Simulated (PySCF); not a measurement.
CH2ClNO3Si, SMILES C(=N[Si](O)(Cl)O)=O. Geometry optimised at PBE0-D3(BJ)/def2-SVP. This is a generated structure with no PubChem entry under its InChIKey; it may be hypothetical. One conformer was computed; it need not be the lowest.

Computed equilibrium geometry at PBE0-D3(BJ)/def2-SVP (PySCF confirms it by a frequency run) as Cartesian coordinates in Å (one conformer of several):
```xyz
9

O      2.8346    -1.3943    -1.4461
C      1.8584    -0.8717    -1.0847
N      0.8442    -0.3413    -0.7307
Si    -0.4853     0.4373    -0.0221
O     -1.8361     0.3458    -0.9464
O     -0.0744     2.0059     0.1684
Cl    -0.8557    -0.4880     1.7788
H     -2.3352    -0.4760    -0.9387
H     -0.7771     2.6112     0.4241
```
